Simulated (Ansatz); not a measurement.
C2H7ClN2Sn, singlet, geometry from GFN2-xTB (such geometries of metal compounds can be far from the true shape) (all electrons, no relativity), with bond 8-1 at 2.4 times its length; CASSCF(2,4)/STO-3G (Ansatz, an electronic-structure program).

Input for Ansatz:
Ansatz 0.2 input:
```yaml
crystal:
  periodic: [false, false, false]
  atoms:
    - {symbol: C, position_ang: [2.88456040, -0.40779447, -0.26587523]}
    - {symbol: C, position_ang: [1.77537605, -0.55575864, -0.95623864]}
    - {symbol: Sn, position_ang: [-0.19863721, 0.01589381, -0.22873258]}
    - {symbol: N, position_ang: [-1.04457781, 1.80188759, -0.77724274]}
    - {symbol: N, position_ang: [-1.56682769, -1.34802943, -0.89005088]}
    - {symbol: Cl, position_ang: [-0.15105011, 0.12777130, 2.09973325]}
    - {symbol: H, position_ang: [2.89584754, 0.00439409, 0.73011328]}
    - {symbol: H, position_ang: [5.18455912, -1.12709713, -1.22961858]}
    - {symbol: H, position_ang: [1.77155044, -0.97888350, -1.94871736]}
    - {symbol: H, position_ang: [-1.08006475, 1.92369688, -1.78196911]}
    - {symbol: H, position_ang: [-0.55226305, 2.60424008, -0.40333933]}
    - {symbol: H, position_ang: [-2.51235007, -0.99135382, -0.81406668]}
    - {symbol: H, position_ang: [-1.54568109, -2.21708054, -0.36968323]}
basis:
  gaussian:
    orbitals: STO-3G
hamiltonian:
  xc: hf
magnetization: {spin_polarized: false}
correlation: {active_space: {window: {electrons: 2, orbitals: 4}}}
```

The log (banner, timings and long lists left out):

```
Functional definition: HF
828 factors; integrals over basis functions are off by at most 3.8e-5 eV
mean field evaluation 1: about -179697.4472 eV, gradient 2.7e1 eV
mean field evaluation 2: about -179697.5394 eV, gradient 2.7e1 eV
mean field evaluation 4: about -179702.6784 eV, gradient 7.0e0 eV
mean field evaluation 8: about -179702.9043 eV, gradient 5.9e-2 eV
mean field -179702.89956982 eV, -6603.9597521906 hartree, gradient 2.9e-6 eV, S^2 0.000000; 0 other end points of the search recorded, 0 dependent functions left out
reference -179702.89956982 eV, -6603.9597521906 hartree; 50, 50 occupied and 13, 13 virtual orbitals, 828 factors
state -179707.55507322 eV, -6604.1308387850 hartree
Total energy: -179707.55507322 eV, -6604.1308387850 hartree
```
